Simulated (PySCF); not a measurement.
Working out the ionisation energy of Nb

Nb [Kr] 4d4 5s1 (6D) → Nb⁺ [Kr] 4d4 (5D). Calculation: PySCF 2.14, in x2c-SVPall (6s5p5d1f, 53 functions); the spin-free X2C one-electron Hamiltonian (Gaussian nucleus). Frozen: [Kr]. Energies in hartree (1 hartree = 27.21139 eV):

```json
{"part": "UHF", "Nb (lower)": "-3816.887689", "Nb⁺ (upper)": "-3816.666719"}
{"part": "MP2 opposite-spin", "Nb (lower)": "0.000000", "Nb⁺ (upper)": "0.000000"}
{"part": "MP2 same-spin", "Nb (lower)": "-0.038982", "Nb⁺ (upper)": "-0.027605"}
```

Task: What does Hartree-Fock give?

Result: (-3816.666719) − (-3816.887689) = 0.220970 hartree = 6.013 eV.

Task: What do MP2 and SCS-MP2 (6/5 opposite-spin, 1/3 same-spin) give?

Result: The opposite-spin parts differ by 0.000 eV and the same-spin parts by 0.310 eV. MP2: 6.013 + (0.000) + (0.310) = 6.323 eV. SCS-MP2: 6.013 + 1.2 × (0.000) + (0.310)/3 = 6.116 eV.

Measured between the centres of the two terms (NIST): 6.776 eV, so MP2 (valence) is off by -0.453 eV.

A double-zeta basis recovers only part of the correlation energy.

What remains against the reference includes basis incompleteness, the frozen core and correlation beyond second order.
